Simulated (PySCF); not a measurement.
CH9NO2Si2, SMILES CN[SiH2]O[SiH2]O.

Geometry optimised at B3LYP-D3(BJ)/def2-SVP. The structure was generated by enumeration, and PubChem lists no compound with its InChIKey, so it may never have been made. Other conformers were not sampled.

Method: PySCF with B3LYP-D3(BJ)/def2-SVP.

Frequencies are harmonic and unscaled.

```csv
mode,ν (cm⁻¹),IR (km/mol),moving atoms (share of kinetic energy)
1,41,0.6,"O 41 %, H 27 %, Si 20 %, C 11 %"
2,75,1.7,"O 44 %, H 33 %, Si 19 %"
3,85,0.5,"O 47 %, N 22 %, C 11 %, Si 10 %, H 10 %"
4,116,0.6,"H 36 %, C 34 %, Si 12 %, N 10 %"
5,159,6.0,H 88 %
6,234,6.7,"H 45 %, N 17 %, C 15 %, O 13 %, Si 10 %"
7,253,52.4,"H 73 %, O 11 %"
8,310,101.3,"O 28 %, H 26 %, N 21 %, Si 21 %"
9,397,42.3,"O 51 %, Si 20 %, H 19 %, N 9 %"
10,434,110.2,"H 80 %, N 16 %"
11,603,2.5,"Si 58 %, H 20 %, O 19 %"
12,652,26.3,"H 70 %, Si 17 %, O 11 %"
13,658,101.4,"H 65 %, Si 22 %"
14,769,14.7,"H 74 %, Si 10 %, N 10 %"
15,785,51.8,"H 63 %, N 13 %, Si 12 %"
16,819,7.0,"H 78 %, N 11 %"
17,838,114.6,"H 42 %, O 42 %, Si 15 %"
18,890,68.3,"H 60 %, O 26 %, Si 14 %"
19,912,541.8,"H 75 %, Si 20 %"
20,944,202.6,"H 90 %, Si 9 %"
21,976,185.6,"H 86 %, Si 12 %"
22,993,139.9,"H 78 %, Si 17 %"
23,1059,295.1,"O 70 %, Si 15 %, H 15 %"
24,1102,5.0,"H 82 %, C 11 %"
25,1146,67.0,"H 48 %, N 26 %, C 25 %"
26,1153,46.6,"H 47 %, C 27 %, N 25 %"
27,1397,46.6,"H 67 %, N 22 %, C 10 %"
28,1451,7.3,"H 88 %, C 12 %"
29,1473,2.8,H 95 %
30,1500,10.9,H 96 %
31,2243,167.0,H 97 %
32,2248,111.3,H 96 %
33,2251,159.4,H 97 %
34,2261,131.0,H 97 %
35,2998,58.1,H 97 %
36,3069,26.3,"H 91 %, C 9 %"
37,3091,27.1,"H 91 %, C 9 %"
38,3588,18.8,H 93 %
39,3869,79.0,H 94 %
```
